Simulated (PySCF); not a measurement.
# ECD: `InChI=1S/C7H13N/c1-4-5-2-6(4)7(8)3-5/h4-7H,2-3,8H2,1H3/t4-,5+,6+,7-/m1/s1`

Geometry (Å), atoms numbered from 1 in this order:
```xyz
21

C    -1.990    0.227    1.084
C    -1.283   -0.173   -0.197
C    -0.211   -1.283   -0.215
C     0.295   -0.629   -1.510
C    -0.124    0.660   -0.785
C     0.886    0.707    0.383
N     2.233    1.141    0.073
C     0.825   -0.786    0.793
H    -2.549    1.147    0.924
H    -1.305    0.383    1.910
H    -2.693   -0.554    1.369
H    -2.037   -0.360   -0.965
H    -0.478   -2.336   -0.172
H    -0.318   -0.852   -2.381
H     1.347   -0.760   -1.757
H    -0.301    1.590   -1.322
H     0.532    1.367    1.180
H     2.235    2.118   -0.198
H     2.617    0.605   -0.698
H     1.793   -1.267    0.656
H     0.517   -0.930    1.826
```

The calculation used TDDFT PBE0/def2-SVPD circular dichroism and optical rotation, one conformer, gas phase (PySCF). Geometry: GFN2-xTB.

The molecule is flexible and this is one conformer; a measurement averages over conformers. States above about 6.6 eV (minus the energy of the highest occupied orbital) lie near or above the ionisation threshold and depend on the basis.

Q: What are the CIP labels of the stereocentres?

A: C2 R, C3 S, C5 S, C6 R.

Q: List the lowest 16 singlet excitations with oscillator and rotatory strengths.

A: Rotatory strengths R in 10⁻⁴⁰ esu² cm², velocity form and length form (origin at the centre of mass); f in length form.
```
state  E (eV)  λ (nm)       f  R (velocity)  R (length)                                main
    1    6.21     200   0.021          -3.3        -1.2    HOMO→LUMO 0.74, HOMO→LUMO+2 0.14
    2    6.67     186   0.004          +0.7        +0.3    HOMO→LUMO+1 0.84, HOMO→LUMO 0.08
    3    6.87     181   0.009          +2.4        +1.7    HOMO→LUMO+2 0.79, HOMO→LUMO 0.16
    4    7.26     171   0.005          -1.3        -1.4                    HOMO→LUMO+3 0.95
    5    7.81     159  0.0005          -1.6        -1.3  HOMO→LUMO+4 0.52, HOMO→LUMO+6 0.43
    6    7.84     158   0.006          +2.7        +2.4  HOMO→LUMO+6 0.47, HOMO→LUMO+4 0.38
    7    7.88     157   0.020         -13.0       -12.7                    HOMO→LUMO+5 0.94
    8    8.16     152   0.043          -8.3        -8.2                    HOMO−1→LUMO 0.86
    9    8.19     151   0.009          -6.5        -6.4  HOMO→LUMO+7 0.64, HOMO→LUMO+8 0.15
   10    8.31     149   0.011          +2.6        +2.2                    HOMO−2→LUMO 0.90
   11    8.33     149   0.001          -0.3        -1.1  HOMO−3→LUMO 0.70, HOMO→LUMO+8 0.13
   12    8.35     149   0.010         +11.6       +10.9  HOMO→LUMO+8 0.54, HOMO−3→LUMO 0.18
   13    8.57     145   0.028          +4.8        +4.7                  HOMO−1→LUMO+1 0.90
   14    8.63     144   0.005          +3.2        +3.0                    HOMO→LUMO+9 0.85
   15    8.66     143   0.036          -5.9        -4.9                  HOMO−2→LUMO+1 0.93
   16    8.69     143   0.009         +19.0       +18.2                  HOMO−3→LUMO+1 0.84
```

Among the states computed, the strongest CD band (largest |R|) is state 16. The largest dissymmetry factor in size, g = 4R/(D+G), with D and G the electric and magnetic dipole strengths, is -0.034 for state 5 (velocity form, f = 0.0006), among bands with |R| over 0.5. The mirror image has the same energies and oscillator strengths and all R with the opposite sign.
